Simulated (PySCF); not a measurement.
A run for PySCF: R-M06-2X/def2-TZVPP on FGeH3O (SMILES [OH][GeH2][F]), a point of a torsion scan.

```python
from pyscf import gto, dft

mol = gto.M(
    atom='''
    O     1.21738082   -0.07647262   -0.47272343
    Ge   -0.40061191    0.04871237    0.08442576
    F    -1.04075835   -1.53914983   -0.17662292
    H     1.96239060    0.08521032    0.10032203
    H    -1.16211096    0.90527902   -0.86604925
    H    -0.51655350    0.26892438    1.56193381
    ''',
    basis='def2-tzvpp',
    charge=0, spin=0, verbose=4, max_memory=1800)
mf = dft.RKS(mol, xc='m062x').density_fit(auxbasis='def2-universal-jkfit')
mf.grids.level = 4
mf.conv_tol = 1e-9
mf.max_cycle = 150
mf.kernel()
mf.dip_moment()
```

Program output:

```
PySCF version 2.14.0

[INPUT] verbose = 4
[INPUT] num. atoms = 6
[INPUT] num. electrons = 52
[INPUT] charge = 0
[INPUT] spin (= nelec alpha-beta = 2S) = 0
[INPUT] symmetry False subgroup None
[INPUT] Mole.unit = angstrom
[INPUT] Symbol           X                Y                Z      unit          X                Y                Z       unit  Magmom
[INPUT]  1 O      1.217380820000  -0.076472620000  -0.472723430000 AA    2.300516339098  -0.144512307828  -0.893317815365 Bohr   0.0
[INPUT]  2 Ge    -0.400611910000   0.048712370000   0.084425760000 AA   -0.757046792139   0.092053038178   0.159541564258 Bohr   0.0
[INPUT]  3 F     -1.040758350000  -1.539149830000  -0.176622920000 AA   -1.966748243354  -2.908571643371  -0.333768946121 Bohr   0.0
[INPUT]  4 H      1.962390600000   0.085210320000   0.100322030000 AA    3.708380783421   0.161024167787   0.189581160960 Bohr   0.0
[INPUT]  5 H     -1.162110960000   0.905279020000  -0.866049250000 AA   -2.196071440755   1.710729414115  -1.636595892885 Bohr   0.0
[INPUT]  6 H     -0.516553500000   0.268924380000   1.561933810000 AA   -0.976144643686   0.508193426418   2.951627125598 Bohr   0.0

nuclear repulsion = 224.172866217971
number of shells = 56
number of NR pGTOs = 240
number of NR cGTOs = 152
basis = def2-tzvpp
ecp = {}


******** <class 'pyscf.df.df_jk.DFRKS'> ********
method = DFRKS
initial guess = minao
damping factor = 0
level_shift factor = 0
DIIS = <class 'pyscf.scf.diis.CDIIS'>
diis_start_cycle = 1
diis_space = 8
diis_damp = 0
SCF conv_tol = 1e-09
SCF conv_tol_grad = None
SCF max_cycles = 150
direct_scf = False
XC library pyscf.dft.libxc version 7.1.2
    S. Lehtola, C. Steigemann, M. J. T. Oliveira, and M. A. L. Marques,  SoftwareX 7, 1–5 (2018)
XC functionals = m062x
    Y. Zhao and D. G. Truhlar,  Theor. Chem. Acc. 120, 215 (2008)
    Y. Zhao and D. G. Truhlar,  Theor. Chem. Acc. 120, 215 (2008)
radial grids:
    Treutler-Ahlrichs [JCP 102, 346 (1995); DOI:10.1063/1.469408] (M4) radial grids

becke partition: Becke, JCP 88, 2547 (1988); DOI:10.1063/1.454033
pruning grids: <function nwchem_prune>
grids dens level: 4
symmetrized grids: False
atomic radii adjust function: <function treutler_atomic_radii_adjust>
small_rho_cutoff = 0
Set gradient conv threshold to 3.16228e-05
Initial guess from minao.
tot grids = 134408
******** <class 'pyscf.df.df.DF'> ********
auxbasis = def2-universal-jkfit
init E= -2253.3841075891
  HOMO = -0.363023562612923  LUMO = -0.00492626048079714  gap/eV = 9.74432
cycle= 1 E= -2253.82304149232  delta_E= -0.439  |g|= 0.905  |ddm|= 1.84
  HOMO = -0.288310763047869  LUMO = 0.0306149931838792  gap/eV = 8.67841
cycle= 2 E= -2253.75282344987  delta_E= 0.0702  |g|= 1.18  |ddm|= 0.931
  HOMO = -0.402943642975201  LUMO = 0.0291011192219607  gap/eV = 11.75654
cycle= 3 E= -2253.95226269393  delta_E= -0.199  |g|= 0.0556  |ddm|= 0.527
  HOMO = -0.395903901270533  LUMO = 0.0360702708251325  gap/eV = 11.75462
cycle= 4 E= -2253.95260114927  delta_E= -0.000338  |g|= 0.0317  |ddm|= 0.0425
  HOMO = -0.397846507905181  LUMO = 0.0356675781803473  gap/eV = 11.79652
cycle= 5 E= -2253.9526986141  delta_E= -9.75e-05  |g|= 0.00573  |ddm|= 0.015
  HOMO = -0.397760866855706  LUMO = 0.0355242608985908  gap/eV = 11.79029
cycle= 6 E= -2253.95270271299  delta_E= -4.1e-06  |g|= 0.00251  |ddm|= 0.00407
  HOMO = -0.397872718412249  LUMO = 0.0354618308985317  gap/eV = 11.79163
cycle= 7 E= -2253.95270361267  delta_E= -9e-07  |g|= 0.000596  |ddm|= 0.00128
  HOMO = -0.397850376488539  LUMO = 0.0354864887332797  gap/eV = 11.79170
cycle= 8 E= -2253.95270366389  delta_E= -5.12e-08  |g|= 5.43e-05  |ddm|= 0.000379
  HOMO = -0.397847811403669  LUMO = 0.0354864283132994  gap/eV = 11.79163
cycle= 9 E= -2253.9527036651  delta_E= -1.21e-09  |g|= 1.13e-05  |ddm|= 8.36e-05
  HOMO = -0.397847542707285  LUMO = 0.0354872635782567  gap/eV = 11.79164
cycle= 10 E= -2253.95270366517  delta_E= -6.41e-11  |g|= 2.51e-06  |ddm|= 1.59e-05
  HOMO = -0.397847538531965  LUMO = 0.0354871812261588  gap/eV = 11.79164
Extra cycle  E= -2253.95270366516  delta_E= 4.09e-12  |g|= 8.87e-07  |ddm|= 3.33e-06
converged SCF energy = -2253.95270366516
Dipole moment(X, Y, Z, Debye):  0.92417,  2.59199,  1.75813
```

The run converged.

Cost: around 14 core-seconds (rough).
